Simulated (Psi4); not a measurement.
Psi4 input (wB97X-D/6-31G*):

```
memory 1500 MB

molecule {
-1 1
Cl    0.00000000    0.00000000    0.00000000
symmetry c1
no_reorient
no_com
}

set {
  basis 6-31G*
  reference rks
  scf_type pk
  dft_radial_points 99
  dft_spherical_points 590
  e_convergence 1e-8
  d_convergence 1e-7
  maxiter 150
}

e = energy('wb97x-d')
print_out(f'\nFINAL {e:.10f} DIPOLE {variable("CURRENT DIPOLE")[0]:.6f} {variable("CURRENT DIPOLE")[1]:.6f} {variable("CURRENT DIPOLE")[2]:.6f}\n')
```

Question: Predict the final energy.

Answer: -460.23554 Eh.
